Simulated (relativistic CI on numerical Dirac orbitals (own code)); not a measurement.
# What each ingredient does to the levels of La46+

Base calculation: Dirac-Coulomb-Breit CI, separate exchange-only KLI orbitals for each configuration, model QED (radiative potential, 1s self-energy scaled to tabulated hydrogen-like ionisation energies), unscaled Slater integrals.

Configurations in the expansion (outside the closed core [Ne]): 3s, 3p, 3d, 4s, 4p, 4d, 4f, 5s, 5p, 5d, 5f, 5g, 6s, 6p, 6d, 7s, 7p. Levels of other configurations are missing.

Variants: (1) Breit term removed. Shifts of the energy above 3s 2S_1/2, in eV, for the lowest level and the first level of each name with at least 55 % of one term (blank where a level changes its place among those of its configuration and J or its character, or is not in the variant):

| Level | Base | Δ(1) |
| --- | --- | --- |
| 3s 2S_1/2 | 0.00 | 0.00 |
| 3p 2P°_1/2 | 108.24 | -1.62 |
| 3p 2P°_3/2 | 218.75 | -0.10 |
| 3d 2D_3/2 | 354.30 | +0.57 |
| 3d 2D_5/2 | 379.23 | +1.54 |
| 4s 2S_1/2 | 1731.33 | +1.47 |
| 4p 2P°_1/2 | 1776.09 | +0.81 |
| 4p 2P°_3/2 | 1821.11 | +1.42 |
| 4d 2D_3/2 | 1872.44 | +1.74 |
| 4d 2D_5/2 | 1883.26 | +2.09 |
| 4f 2F°_5/2 | 1910.47 | +2.34 |
| 4f 2F°_7/2 | 1915.11 | +2.39 |
| 5s 2S_1/2 | 2501.09 | +1.94 |
| 5p 2P°_1/2 | 2523.61 | +1.62 |

At this charge energies of transitions that change n are usually good to better than 1 %, and those within a shell (Δn = 0) to a few per cent.

Ionisation energy from the two ground configurations alone: base 3799.65 eV; Breit term removed 3802.06 eV. The NIST ASD value (theoretical) is 3800 eV.
